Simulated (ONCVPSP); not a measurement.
**What the settings do to the ONCV potential of germanium**

Base potential:

germanium (Ge), optimised norm-conserving Vanderbilt (ONCV), made with ONCVPSP 4.0.1 (PBE, scalar-relativistic). Core [Ar] 3d10, reference 4s2 4p2. Waves: 4s: rc 1.70 bohr, ncon 4, nbas 9, qcut 4 1/bohr, 2 projectors, debl 0.9 Ha; 4p: rc 2.20 bohr, ncon 4, nbas 7, qcut 3.1 1/bohr, 2 projectors, debl 1 Ha. Local part: polynomial inside 1.35 bohr (lpopt 5, dvloc0 1 Ha). Core correction: polynomial model core, fcfact 0.7.

Cutoffs, loose and tight: the cutoffs (Ha) at which the residual kinetic energy of the hardest occupied pseudo-wave falls to 1 and 0.1 mHa per electron. They do not see the model core or the augmentation charge, which bear on the density cutoff. Test errors are all-electron minus pseudo excitation energies from the reference, over the configurations 4s2 4p1; 4s2 4p0; 4s1 4p0; 4s2 4p1.5. A dash means not determined; rows that change the core or the reference have their own tests.

A true bound ghost makes a file unfit for plane-wave use even where its test errors are small: the radial tests pick states by their node count and pass the ghost by.

| change | outcome | cutoff, loose | cutoff, tight | bound ghosts | GHOST(+) flags above zero | largest test error (meV) |
| --- | --- | --- | --- | --- | --- | --- |
| base | generated | 8.4 Ha | 47 Ha | none | s | -283 |
| s: qcut 3.1 | generated | 42 Ha | 79 Ha | none | s | -286 |
| core [Ar], valence charge 14; reference 3d10 4s1.5 4p2.5; waves now 4s: rc 1.60 bohr, ncon 3, nbas 6, qcut 3.8 1/bohr, 2 projectors, debl 2.6 Ha; 4p: rc 2.40 bohr, ncon 4, nbas 7, qcut 3.2 1/bohr, 2 projectors, debl 0.5 Ha; 3d: rc 0.95 bohr, ncon 4, nbas 8, qcut 18.2 1/bohr, 2 projectors, debl 1.8 Ha; local potential polynomial inside 0.85 bohr (lpopt 5, dvloc0 0 Ha) | generated | 123 Ha | 138 Ha | s | p | -400 |
| s: nproj 0; local potential the s channel | generated | 8.4 Ha | 47 Ha | p | none | -271 |
| s: rc 2.44 | generated | 5.7 Ha | 23 Ha | none | s | -329 |
| p: nproj 1 | generated | 8.4 Ha | 47 Ha | none | s | -283 |

Q: What comes out with this change to the base: s: qcut 3.9?

A: outcome: generated; cutoff, loose: 8.8 Ha; cutoff, tight: 58 Ha; bound ghosts: none; GHOST(+) flags above zero: s; largest test error (meV): -283.
